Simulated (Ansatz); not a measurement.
Consider the formal hydrolysis of the Si–I bond: `CO[SiH](Cl)I` + H₂O → `CO[SiH](O)Cl` + HI.

Program: Ansatz. Geometries: PBE0-D4/def2-TZVP. ΔE: electronic, gas phase. CBS: MP2 limit from def2 TZ/QZ plus the TZ coupled-cluster correction, frozen cores. This one scheme is used for every species. Functionals use def2-TZVPP. def2 core potentials past Kr. For I outer-core shells are correlated without core-valence functions, which leaves a few kJ/mol of doubt a bond. One conformer a species, not always the lowest.

`CO[SiH](Cl)I`:

Cartesian coordinates in Å:
```
C -0.782 0.004 1.223
O -0.593 -0.446 -0.107
Si 0.590 0.060 -1.092
Cl 2.420 -0.243 -0.221
I 0.399 -1.218 -3.131
H 0.072 -0.264 1.850
H -0.926 1.088 1.259
H -1.676 -0.483 1.611
H 0.495 1.503 -1.392
```

H₂O:

```xyz
3

O    -0.348   -0.089    0.149
H    -0.153    0.206   -0.743
H     0.502   -0.117    0.594
```

`CO[SiH](O)Cl`:

Cartesian coordinates in Å:
```
C 0.076 1.595 0.386
O -0.232 0.506 -0.457
Si -0.247 -1.063 -0.041
O -0.437 -1.965 -1.375
Cl 1.530 -1.490 0.907
H 1.068 1.480 0.833
H 0.064 2.502 -0.219
H -0.663 1.699 1.186
H -1.339 -1.415 0.880
H 0.180 -1.848 -2.099
```

HI:

```xyz
2

I     0.737    0.099   -0.308
H    -0.737   -0.099    0.308
```

**Question.** Is it downhill or uphill in electronic energy at CCSD(T)/CBS, and by how much? (Estimate.)

**Answer.** The calculation gave: Downhill: ΔE = -27.0 kJ/mol.

**Question.** What do these levels give: ωB97M-V, PBE, MP2/def2-TZVPP, CCSD/def2-TZVPP, MP2/def2-QZVPP, CCSD/CBS(def2)? (Estimate.)

**Answer.** The calculation gave: ωB97M-V -36.1, PBE -27.0, MP2/def2-TZVPP -28.5, CCSD/def2-TZVPP -41.5, MP2/def2-QZVPP -22.0, CCSD/CBS(def2) -30.1 kJ/mol.

Largest T1 diagnostic among the species: 0.011.

In def2-TZVPP, CCSD(T) changes the Hartree–Fock value by +13.1 kJ/mol (the triples alone add +3.1 kJ/mol) and MP2 by +23.1 kJ/mol. The D4 term adds +7.0 kJ/mol with B3LYP and +3.8 kJ/mol with PBE0; it sums over pairs of atoms, weighted by their polarisabilities, and B3LYP, whose exchange is more repulsive, gets the larger term.

B3LYP here is the variant with VWN-RPA as its local correlation; programs differ in this.
